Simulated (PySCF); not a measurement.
PySCF 2.14 output of an unrestricted BP86 calculation on a single atom or ion in x2c-QZVPPall with one added diffuse shell each of s, p, d, f type (14s10p8d5f1g, 128 functions), with scalar relativity by spin-free X2C-1e:

```
SCF conv_tol = 1e-09
number electrons alpha = 28  beta = 24
    A. D. Becke.,  Phys. Rev. A 38, 3098 (1988)
    J. P. Perdew.,  Phys. Rev. B 33, 8822 (1986)
cycle= 1 E= -7445.14382039163  delta_E= -0.0334  |g|= 0.0458  |ddm|= 1.04
cycle= 2 E= -7445.14377283219  delta_E= 4.76e-05  |g|= 0.0386  |ddm|= 0.277
cycle= 3 E= -7445.14391240654  delta_E= -0.00014  |g|= 0.00478  |ddm|= 0.0675
cycle= 4 E= -7445.14391003847  delta_E= 2.37e-06  |g|= 0.000812  |ddm|= 0.0221
cycle= 5 E= -7445.14391023553  delta_E= -1.97e-07  |g|= 8.04e-05  |ddm|= 0.00173
cycle= 6 E= -7445.14391023263  delta_E= 2.9e-09  |g|= 2.34e-05  |ddm|= 0.00102
cycle= 7 E= -7445.14391023235  delta_E= 2.79e-10  |g|= 4.83e-06  |ddm|= 0.000229
converged SCF energy = -7445.14391023235  <S^2> = 6.0020918  2S+1 = 5.0008366
```

The run itself started from symmetry-adapted Hartree-Fock orbitals and held the occupation by maximum overlap, on a logarithmic radial grid, so the iterations belong to that start.

Which element, charge and spin multiplicity is this?

Xe²⁺ (xenon, charge +2), multiplicity 5; the state was [Kr] 4d10 5s1 5p4 6s1, high-spin 5P determinant (an excited configuration).

The outer electron is Rydberg-like, and this basis confines it to a smaller radius and binds it less than a complete one would.
